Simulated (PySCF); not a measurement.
C₅H₄F₂O, SMILES C=C=COC=C(F)F.

Geometry optimised at PBE0-D3(BJ)/def2-SVP. This is a generated structure with no PubChem entry under its InChIKey; it may be hypothetical. The values are those of a single conformer.

All values below come from TDA-PBE/def2-SVPD (PySCF).

Vertical excitations. The molecule is in vacuum.

| state | energy (eV) | λ (nm) | f | main pairs |
|---|---|---|---|---|
| S1 | 3.89 | 319 | 0.000 | HOMO→LUMO 99 % |
| S2 | 5.05 | 245 | 0.001 | HOMO−1→LUMO 98 % |
| S3 | 5.40 | 230 | 0.238 | HOMO→LUMO+1 77 %, HOMO−1→LUMO+2 15 % |
| S4 | 5.45 | 228 | 0.012 | HOMO→LUMO+3 95 % |
| S5 | 5.63 | 220 | 0.002 | HOMO→LUMO+2 57 %, HOMO−1→LUMO+1 39 % |
| S6 | 5.94 | 209 | 0.002 | HOMO→LUMO+4 97 % |
| T1 | 3.61 | 344 | 0 | HOMO→LUMO 98 % |
| T2 | 4.03 | 308 | 0 | HOMO→LUMO+1 93 % |
Triplets are in the Tamm–Dancoff approximation.
